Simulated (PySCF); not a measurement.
Computed with PySCF 2.14.0 with PBE-D3(BJ)/def2-TZVP // PBE-D3(BJ)/def2-SVP. Gas-phase values, no solvent. One relaxed conformer stands for a flexible species; it need not be the lowest. 

Reference species: [Cd(NH2)(Cl)] (neutral, multiplicity 1).

```
Item                                     Result
-------------------------------------  --------
charge on the central atom (Mulliken)    0.68 e
HOMO                                   -6.21 eV
```

Changed species: [Cd(NH2)(SH)] (Y = SH; the reference has Y = Cl).

Q: Give the shifts of the charge on the central atom (Mulliken) and HOMO.

A: the charge on the central atom (Mulliken) drops by 0.07 e, to 0.61 e; the HOMO goes up by 0.38 eV, to -5.83 eV.
